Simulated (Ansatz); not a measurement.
Process, species as SMILES: [Cl][Mg][Cl] → [Cl][Mg][Cl] as doublet, charge +1 + e-

Wanted: adiabatic ionisation energy (0 K, with zero-point energies), in eV. Terms: non-relativistic; open shells spin-unrestricted; dispersion terms only where a functional's name holds one; no spin-orbit coupling; 6-311+G** with 5d, 6d on Na to Ar in Ansatz (an electronic-structure program). Ab initio and DFT rows: single points at B3LYP-D3(BJ) geometries (Ansatz), with unscaled harmonic terms from B3LYP/6-31G* (Ansatz) at its own minima. The spin state of an ion or metal species was assumed, not searched.

| species | coefficient | E at B3LYP/6-311+G** (Ansatz), Eh | E at B3LYP/def2-TZVPD (Ansatz), Eh | zero-point energy, kcal/mol |
|---|---|---|---|---|
| [Cl][Mg][Cl] | -1 | -1120.71020 | -1120.71204 | 1.63 |
| [Cl][Mg][Cl] as doublet, charge +1 | +1 | -1120.30442 | -1120.30758 | 1.17 |

 1 Eh = 27.2114 eV and 1 eV = 23.0605 kcal/mol.

Task: Compute it at each level from the table.

Result: 
- B3LYP/6-311+G**: the sum of coefficient times E is 0.40578 Eh, or 11.042 eV; the thermal terms add -0.020. Result: 11.02 eV.
- B3LYP/def2-TZVPD: the sum of coefficient times E is 0.40446 Eh, or 11.006 eV; the thermal terms add -0.020. Result: 10.99 eV.
